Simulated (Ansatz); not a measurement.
Relaxation of CH5AlFNSe (10 atoms, charge 0, multiplicity 1), to a largest force component of 0.02 eV/Å in at most 50 steps.

All numbers below come from Ansatz, RKS PBE-D4/def2-SVP.

```xyz
10
Properties=species:S:1:pos:R:3
N -1.722 0.627 1.061
C -0.718 0.154 0.187
F -0.730 0.858 -1.021
Se 1.081 0.357 1.081
Al 2.192 -0.876 -0.645
H -1.633 1.719 1.150
H -2.655 0.539 0.558
H 0.919 0.820 2.530
H 2.792 -0.074 -1.845
H 2.340 -2.454 -0.498
```

Q: Where does it end, and by what steps?

A: It converged. After 23 steps the energy has fallen by 4.392 eV; H10 moved furthest, 1.84 Å. Parted: C2–Se4. Joined: C2–Al5.

```json
{"step": "0", "energy less start (eV)": "0.0000", "largest force component (eV/Å)": "1.627", "accepted": "yes"}
{"step": "1", "energy less start (eV)": "-0.4838", "largest force component (eV/Å)": "1.189", "accepted": "yes"}
{"step": "2", "energy less start (eV)": "-0.9435", "largest force component (eV/Å)": "0.896", "accepted": "yes"}
{"step": "3", "energy less start (eV)": "-1.5271", "largest force component (eV/Å)": "0.986", "accepted": "yes"}
{"step": "4", "energy less start (eV)": "-2.2607", "largest force component (eV/Å)": "1.235", "accepted": "yes"}
{"step": "5", "energy less start (eV)": "-2.8915", "largest force component (eV/Å)": "1.272", "accepted": "yes"}
{"step": "6", "energy less start (eV)": "-3.2241", "largest force component (eV/Å)": "1.664", "accepted": "yes"}
{"step": "7", "energy less start (eV)": "-3.5003", "largest force component (eV/Å)": "0.984", "accepted": "yes"}
{"step": "8", "energy less start (eV)": "-3.6468", "largest force component (eV/Å)": "0.454", "accepted": "yes"}
{"step": "9", "energy less start (eV)": "-3.7051", "largest force component (eV/Å)": "0.791", "accepted": "yes"}
{"step": "10", "energy less start (eV)": "-3.7421", "largest force component (eV/Å)": "0.572", "accepted": "yes"}
{"step": "11", "energy less start (eV)": "-3.8267", "largest force component (eV/Å)": "1.014", "accepted": "yes"}
{"step": "12", "energy less start (eV)": "-3.9312", "largest force component (eV/Å)": "2.320", "accepted": "yes"}
{"step": "13", "energy less start (eV)": "-4.0754", "largest force component (eV/Å)": "2.375", "accepted": "yes"}
{"step": "14", "energy less start (eV)": "-4.2307", "largest force component (eV/Å)": "1.600", "accepted": "yes"}
{"step": "15", "energy less start (eV)": "-4.3498", "largest force component (eV/Å)": "1.006", "accepted": "yes"}
{"step": "16", "energy less start (eV)": "-4.3717", "largest force component (eV/Å)": "0.789", "accepted": "yes"}
{"step": "17", "energy less start (eV)": "-4.3798", "largest force component (eV/Å)": "0.380", "accepted": "yes"}
{"step": "18", "energy less start (eV)": "-4.3917", "largest force component (eV/Å)": "0.083", "accepted": "yes"}
{"step": "19", "energy less start (eV)": "-4.3922", "largest force component (eV/Å)": "0.035", "accepted": "yes"}
{"step": "20", "energy less start (eV)": "-4.3923", "largest force component (eV/Å)": "0.033", "accepted": "yes"}
{"step": "21", "energy less start (eV)": "-4.3922", "largest force component (eV/Å)": "0.021", "accepted": "no"}
{"step": "22", "energy less start (eV)": "-4.3922", "largest force component (eV/Å)": "0.020", "accepted": "no"}
{"step": "23", "energy less start (eV)": "-4.3924", "largest force component (eV/Å)": "0.004", "accepted": "yes"}
```

```xyz
10
Properties=species:S:1:pos:R:3
N -1.511 0.265 0.333
C -0.429 0.646 -0.318
F -0.573 1.853 -0.844
Se 2.303 1.015 1.397
Al 1.352 -0.422 -0.297
H -2.327 0.877 0.468
H -1.503 -0.663 0.768
H 1.699 0.217 2.495
H 2.052 -0.287 -1.731
H 0.803 -1.830 0.287
```

Run time: 60 s on 2 threads of Arm Neoverse V2 (shared host), peak memory 0.18 GiB.
